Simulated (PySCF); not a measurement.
**Bond curve of InCl⁻**

Set-up: PySCF, scalar-relativistic core potentials, basis sets In def2-SVPD with ECP28, Cl def2-SVPD. Energies in eV from In + Cl⁻ in their ground configurations at the same level. State: ²Π (doublet), unpaired electrons π ↑.

```tsv
R (Å)	PBE	PW91	HSE06	BLYP
2.294	-0.737	-0.754	-0.797	-0.445
2.400	-1.029	-1.044	-1.075	-0.768
2.507	-1.185	-1.199	-1.218	-0.952
2.587	-1.241	-1.253	-1.264	-1.026
2.667	-1.259	-1.271	-1.275	-1.062
2.747	-1.251	-1.262	-1.259	-1.070
2.854	-1.212	-1.222	-1.212	-1.051
2.987	-1.137	-1.145	-1.127	-0.997
3.147	-1.029	-1.036	-1.010	-0.912
3.360	-0.881	-0.887	-0.853	-0.788
```

Task: Put a parabola through the three lowest points of the PBE curve and estimate Re, k and ωe (reduced mass 26.81 u; 1 eV/Å² = 0.16022 mdyn/Å; ωe = 1302.8·√(k/μ) cm⁻¹).

Result: Through R = 2.587, 2.667, 2.747 Å the second-order coefficient is 2.03 eV/Å², so Re ≈ 2.682 Å, k ≈ 0.651 mdyn/Å and ωe ≈ 203 cm⁻¹. A polynomial fit of higher order to the unrounded PBE energies gives Re = 2.678 Å, k = 0.630 mdyn/Å, ωe = 200 cm⁻¹; anharmonicity and rounding make the difference.

The higher-order fit for each curve: PBE: Re = 2.678 Å, ωe = 200 cm⁻¹, De = 1.26 eV; PW91: Re = 2.675 Å, ωe = 201 cm⁻¹, De = 1.27 eV; HSE06: Re = 2.654 Å, ωe = 207 cm⁻¹, De = 1.27 eV; BLYP: Re = 2.734 Å, ωe = 182 cm⁻¹, De = 1.07 eV.

These are scalar-relativistic numbers at best; spin–orbit coupling would shift them, the dissociation energy most. For an ion De counts to the pair picked by the measured ionisation energies or electron affinities, which need not be the lowest pair at this level. The highest Kohn–Sham level is positive in this anion. Much of that is self-interaction error, but it also means that the finite basis helps to hold the extra electron. The state is the lowest determinant that a PBE0 search found; another state may lie lower at other levels.
